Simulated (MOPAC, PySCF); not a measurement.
H2BCl, SMILES `BCl`, neutral singlet in the gas phase. 

Z-matrix (Å, degrees):
```
B
H 1 1.1848
H 1 1.1848 2 123.53
Cl 1 1.7340 2 118.23 3 179.96
```
Charge 0, spin multiplicity 1.

All levels are single points at this geometry (CAM-B3LYP-D3(BJ)/def2-TZVP); Pople sets use spherical d functions. Orbital energies aren't observables, and empty levels follow the basis.

B3LYP/LANL2DZ in PySCF gives dipole (D) = 1.06.

Task: Estimate the dipole (D) from each of these levels: CAM-B3LYP-D3(BJ)/def2-TZVP in PySCF; PBE-D3(BJ)/def2-TZVP in PySCF; B3LYP/3-21G in PySCF; B3LYP/6-311+G** in PySCF; B3LYP/6-31G* in PySCF; BP86/6-31G* in PySCF; M06-2X/6-31G* in PySCF; HF/6-31G* in PySCF; HF/STO-3G in PySCF; AM1 in MOPAC; PM3 in MOPAC; PM6 in MOPAC.

Result: 
```
level                                dipole (D)
-----------------------------------  ----------
CAM-B3LYP-D3(BJ)/def2-TZVP in PySCF        0.60
PBE-D3(BJ)/def2-TZVP in PySCF              0.38
B3LYP/3-21G in PySCF                       0.99
B3LYP/6-311+G** in PySCF                   0.68
B3LYP/6-31G* in PySCF                      0.67
BP86/6-31G* in PySCF                       0.53
M06-2X/6-31G* in PySCF                     0.83
HF/6-31G* in PySCF                         1.11
HF/STO-3G in PySCF                         1.50
AM1 in MOPAC                               1.23
PM3 in MOPAC                               0.27
PM6 in MOPAC                               0.98
```
